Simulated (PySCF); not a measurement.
Mg(NH2)(OSiH3) (H5MgNOSi), SMILES [O]([Mg][NH2])[SiH3].

Geometry: B3LYP-D3(BJ)/def2-SVP. The values are those of a single conformer.

Calculation: C-PCM-ωB97X/def2-SVP (PySCF 2.14.0).

The values are the electrostatic part of the solvation free energy, E(continuum) − E(gas) at the gas-phase geometry, in a cavity of scaled van der Waals radii (PySCF's table); cavitation and dispersion terms are not included. A continuum can't describe solvent molecules that bind to the metal. In vacuum the orbital gap is 9.49 eV. The dipole moment in vacuum is 2.17 D.

Computed values in water (ε = 78.36), N,N-dimethylformamide (ε = 37.22), 1-octanol (ε = 9.86):
```json
[
 {"solvent": "water", "ε": "78.36", "ΔG(elec) (kcal/mol)": "-10.8", "dipole (D)": "2.42", "gap (eV)": "9.92"},
 {"solvent": "N,N-dimethylformamide", "ε": "37.22", "ΔG(elec) (kcal/mol)": "-10.6", "dipole (D)": "2.41", "gap (eV)": "9.91"},
 {"solvent": "1-octanol", "ε": "9.86", "ΔG(elec) (kcal/mol)": "-9.7", "dipole (D)": "2.39", "gap (eV)": "9.88"}
]
```
